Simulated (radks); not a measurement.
Q: Tm2+, 67 electrons, occupied as [Xe] 4f13. Calculated with a radial shooting solver on a logarithmic mesh with Libxc functionals: scalar-relativistic Kohn-Sham, PBE, spin-polarised, spherical densities, point nucleus; open shells are filled with parallel spins first (spin-orbit coupling, left out, can overturn this in heavy ions). Some entries of the table are withheld. Estimate them.

| orbital | occ. | eigenvalue (hartree) | <1/r> (bohr^-1) |
|---|---|---|---|
| 1s up | 1 | -2179.470 | 79.11 |
| 1s down | 1 | -2179.470 | 79.11 |
| 2s up | 1 | -368.1473 | 18.43 |
| 2s down | 1 | -368.1469 | 18.43 |
| 2p up | 3 | -325.0810 | 16.97 |
| 2p down | 3 | -325.0807 | 16.97 |
| 3s up | 1 | -83.15508 | 6.802 |
| 3s down | 1 | -83.13896 | 6.803 |
| 3p up | 3 | -70.11658 | 6.342 |
| 3p down | 3 | -70.10045 | 6.343 |
| 3d up | 5 | -54.03017 | 6.009 |
| 3d down | 5 | -54.01789 | 6.010 |
| 4s up | 1 | -16.82026 | 2.873 |
| 4s down | 1 | -16.78688 | 2.872 |
| 4p up | 3 | -12.53718 | 2.624 |
| 4p down | 3 | -12.50437 | 2.624 |
| 4d up | 5 | -6.85247 | 2.318 |
| 4d down | 5 | -6.82024 | 2.317 |
| 5s up | 1 | -2.50678 | 1.079 |
| 5s down | 1 | -2.49133 | 1.076 |
| 5p up | 3 | -1.52904 | 0.8918 |
| 5p down | 3 | -1.51815 | 0.8886 |
| 4f up | 7 | (1) | 1.696 |
| 4f down | 6 | (2) | 1.687 |
| 6s up | 0 | -0.55447 | 0.3865 |
| 6s down | 0 | -0.55289 | 0.3855 |
| 5d up | 0 | -0.49527 | 0.5288 |
| 5d down | 0 | -0.49182 | 0.5252 |

A: 
(1) 4f up eigenvalue (hartree): -0.65874
(2) 4f down eigenvalue (hartree): -0.63060
